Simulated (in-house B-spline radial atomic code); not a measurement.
Values are calculated unless marked as measured or tabulated.
Zn in an electron gas of r_s = 2.67: phase shifts, screening, friction and resistivity

A nucleus sits in a uniform electron gas with a rigid positive background. The Kohn-Sham equations are solved self-consistently in the spin-unpolarised LDA (PW92), non-relativistic, on B-splines with outgoing waves at the boundary and partial waves to l = 8. The model has no lattice, no bands and no magnetic solution. Atomic units; δ_l are the phase shifts at the Fermi level, counted so that each bound state adds π, and good to about 0.0005.

The density parameter is r_s = 2.67 bohr, near that of the valence electrons of Cu (1 per atom, density 8.96 g/cm³, mass 63.55 u, which gives r_s = 2.67).

```csv
l,δ_l (rad)
0,10.1043
1,7.0071
2,3.1782
3,0.0127
4,0.0019
5,0.0001
6,0.0001
7,0.0000
8,0.0000
```

Bound levels below the band bottom (hartree): p -36.35, s -4.287, p -2.736, d -0.1141, s -0.01498 and deeper ones.

Problem. Check the Friedel sum rule, and say where the screening charge sits.

Solution. k_F = (9π/4)^(1/3)/r_s = 0.71879. The rule is Z = (2/π) Σ (2l + 1) δ_l. The terms are s 6.433, p 13.383, d 10.117, f 0.057 and 0.012 beyond, in all 30.001 against Z = 30. Bound states hold 8 s, 12 p, 10 d electrons, so the scattering states carry 0.00 in all; where a term is smaller than its bound count, the bound level has drawn weight out of the band.

Problem. Find the transport cross section and the electronic stopping of a 10 keV Zn ion (mass 65.38 u).

Solution. σ_tr = (4π/k_F²) Σ (l + 1) sin²(δ_l − δ_(l+1)). The terms for l = 0 to 3 are 0.0020, 0.8051, 0.0017, 0.0005, all together 0.8092, so σ_tr = 24.323 × 0.8092 = 19.683 bohr². With n = 3/(4π r_s³) = 0.01254, the friction coefficient is Q = n k_F σ_tr = 0.1774. For v well below v_F = 0.719, dE/dx = Q v; with 24801 eV per u at v = 1, v = √(10000/(24801 × 65.38)) = 0.0785, so dE/dx = 0.01394 hartree/bohr = 7.17 eV/nm. The largest term couples the p and d waves.

Problem. What residual resistivity would 1 atomic per cent of such centres give in Cu?

Solution. Δρ = k_F n_i σ_tr/n in atomic units of 21.74 μΩ·cm. With one host atom per 1 electron, n_i/n = 0.01/1, so Δρ = 0.7188 × 0.01000 × 19.683 × 21.74 = 3.08 μΩ·cm. This is an atom added to the gas, as on an interstitial site.

Problem. On a substitutional site the background of one host ion, a sphere holding 1 charge, is taken out. The phase shifts for l = 0 to 4 become 9.8900, 6.6779, 3.1214, 0.0024, 0.0005. What follows?

Solution. The Friedel sum is now 29.00, for Z − 1 = 29. The sum in σ_tr is 0.3315, so σ_tr = 8.06 bohr² and Δρ = 1.26 μΩ·cm per atomic per cent, 0.41 times the value above. A real host ion scatters too, so this model doesn't give zero even for the host's own atom.
